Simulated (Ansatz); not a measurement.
A search over several starts for the lowest SCF solution of the cluster SiTe₂ at the given spin, in a small basis.

```yaml
crystal:
  periodic: [false, false, false]
  atoms:
    - {symbol: Si, position_ang: [-0.509022, 1.246558, 0.278123]}
    - {symbol: Te, position_ang: [0.621909, -0.772256, 1.201054]}
    - {symbol: Te, position_ang: [-0.112886, -0.474303, -1.479177]}
basis:
  gaussian: {orbitals: def2-SVP}
magnetization: {spin_polarized: true, initial_magnetization: 0}
hamiltonian: {xc: pbe0, dispersion: d4}
output: {orbitals: {seedname: orbitals}}
```

```sh
$ ansatz run in.yaml --threads 4 --pin off --events-out ev --progress --plain --max-ram 3916MiB
```

Shortened log:

```
Functional definition: PBE0
832 factors; integrals over basis functions are off by at most 3.7e-4 eV
mean field evaluation 1: about -22459.3682 eV, gradient 4.3e0 eV
mean field evaluation 2: about -22459.1821 eV, gradient 6.6e0 eV
mean field evaluation 4: about -22459.5266 eV, gradient 3.6e-1 eV
mean field evaluation 8: about -22459.5568 eV, gradient 6.3e-3 eV
mean field evaluation 16: about -22459.5568 eV, gradient 2.8e-5 eV
mean field -22459.55683102 eV, -825.3734899057 hartree, gradient 1.1e-5 eV, S^2 0.000000; 3 other end points of the search recorded, 0 dependent functions left out
reference -22459.55685080 eV, -825.3734906323 hartree; 31, 31 occupied and 39, 39 virtual orbitals, 832 factors
Total energy: -22459.69765286 eV, -825.3786650127 hartree
```

It took 0.65 s on 4 threads of AMD EPYC 9R45 on a shared host.

In the def2 sets Te takes a core potential; there is no spin–orbit coupling. The structure comes from a short search, and lower isomers may exist.
